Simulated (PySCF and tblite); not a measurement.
Computed ¹H and ¹³C shifts (ppm) of 4 molecules with 4 carbons each, averaged over conformers at 298.15 K: GIAO PBE0/pcSseg-1 on PBE0-D3(BJ)/def2-SVP geometries, unscaled, against TMS (¹H), TMS (¹³C) at the same level; H on other atoms than carbon is left out (PySCF, tblite).

P. ¹H: 9.80 (1H), 2.55 (2H), 2.28 (2H) ¹³C: 201.6 (1C), 123.6 (1C), 43.7 (1C), 10.7 (1C)
Q. ¹H: 5.97 (1H), 5.78 (1H), 5.70 (1H), 2.86 (2H) ¹³C: 135.1 (1C), 127.9 (1C), 120.8 (1C), 23.4 (1C)
R. ¹H: 6.44 (2H), 5.47 (2H), 5.41 (2H) ¹³C: 146.3 (2C), 126.0 (2C)
S. ¹H: 9.86 (1H), 2.55 (2H), 2.07 (2H) ¹³C: 202.1 (1C), 132.1 (1C), 40.6 (1C), 28.9 (1C)

The molecules:
1. C₄H₅F₃O, SMILES O=CCCC(F)(F)F
2. C4H5N, SMILES C=CCC#N
3. C₄H₅NO, SMILES N#CCCC=O
4. C4H6, SMILES C=CC=C

**Question.** Which spectrum belongs to which molecule?

**Answer.** P is 3; Q is 2; R is 4; S is 1.

Assigned:
1. [O:1]=[CH:2][CH2:3][CH2:4][C:5]([F:6])([F:7])[F:8]: ¹³C: 202.1 (C2), 132.1 (C5), 40.6 (C3), 28.9 (C4) ppm.
2. [CH2:1]=[CH:2][CH2:3][C:4]#[N:5]: ¹³C: 135.1 (C2), 127.9 (C1), 120.8 (C4), 23.4 (C3) ppm.
3. [N:1]#[C:2][CH2:3][CH2:4][CH:5]=[O:6]: ¹³C: 201.6 (C5), 123.6 (C2), 43.7 (C4), 10.7 (C3) ppm.
4. [CH2:1]=[CH:2][CH:3]=[CH2:4]: ¹³C: 146.3 (C2/C3), 126.0 (C1/C4) ppm.

Unscaled shifts at such levels can be off by 15 ppm or more for ¹³C and 0.8 ppm for ¹H.

For scale, the study of O=CCCC(F)(F)F took 4.8 min on 1 thread of Arm Neoverse V2 (shared host) (rough), launched as `OMP_NUM_THREADS=1 python ens_run.py task.json out`.
